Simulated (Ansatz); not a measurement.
Geometry optimisation, Ansatz, UKS LDA/def2-SVP.

Input:

```yaml
crystal:
  periodic: [false, false, false]
  atoms:
    - { symbol: Sn, position_ang: [0.053152, 0.00013, -0.158975] }
    - { symbol: H, position_ang: [-0.063381, -0.007631, 1.572077] }
    - { symbol: H, position_ang: [1.602072, 0.005163, -0.899176] }
    - { symbol: Cl, position_ang: [-1.112726, 1.868212, -0.951735] }
    - { symbol: Cl, position_ang: [-1.113532, -1.863082, -0.956737] }
    - { symbol: "N", position_ang: [0.264886, -0.168164, 3.792804] }
    - { symbol: H, position_ang: [-0.571681, -0.59968, 4.253962] }
    - { symbol: H, position_ang: [0.31181, 0.765052, 4.26338] }
magnetization:
  spin_polarized: true
  initial_magnetization: 1
basis:
  gaussian: { orbitals: def2-SVP }
hamiltonian:
  xc: lda
relax:
  f_tol: 0.03
  max_steps: 50
```

Command:

```bash
$ ansatz run input.yaml --threads 4 --pin off --max-ram 5120MiB --backend cpu --events-out ev --progress --plain --runs-dir out
```

**Question.** Where does it end, and by what steps?

**Answer.** The forces met the threshold. After 25 steps the energy has fallen by 2.927 eV; H2 moved furthest, 2.03 Å. Parted: Sn1–H2 (1.73 → 3.19 Å). Joined: Sn1–N6 (3.96 → 2.47 Å), H2–N6 (2.25 → 1.03 Å).

```csv
step,energy less start (eV),largest force component (eV/Å),accepted
0,0.0000,0.292,yes
1,-0.0763,0.506,yes
2,-0.2747,1.466,yes
3,-0.6125,2.170,yes
4,-1.4950,2.998,yes
5,-1.6870,5.814,yes
6,-2.0044,0.861,yes
7,-2.0365,1.270,yes
8,-2.1387,0.495,yes
9,-2.2091,0.483,yes
10,-2.2482,0.316,yes
11,-2.3070,0.324,yes
12,-2.2793,1.838,no
13,-2.3313,0.156,yes
14,-2.3556,0.319,yes
15,-2.3837,0.779,yes
16,-2.4437,0.719,yes
17,-2.5173,0.336,yes
18,-2.5761,0.489,yes
19,-2.5716,1.470,no
20,-2.6310,0.429,yes
21,-2.7059,0.746,yes
22,-2.8112,1.176,yes
23,-2.8835,1.465,yes
24,-2.9257,0.150,yes
25,-2.9275,0.013,yes
```

```xyz
8
Properties=species:S:1:pos:R:3
Sn 0.657 -0.034 0.292
H 0.597 -0.175 3.483
H 0.981 0.010 -1.493
Cl -0.621 1.996 0.454
Cl -1.026 -1.751 0.285
N -0.016 -0.063 2.664
H -0.700 -0.835 2.575
H -0.501 0.851 2.655
```

Whether the end is a true minimum wasn't checked by a vibrational analysis.

Run time: 16 s on 4 threads of INTEL(R) XEON(R) PLATINUM 8581C CPU @ 2.10GHz (Emerald Rapids), on a shared host, peak memory 0.18 GiB.
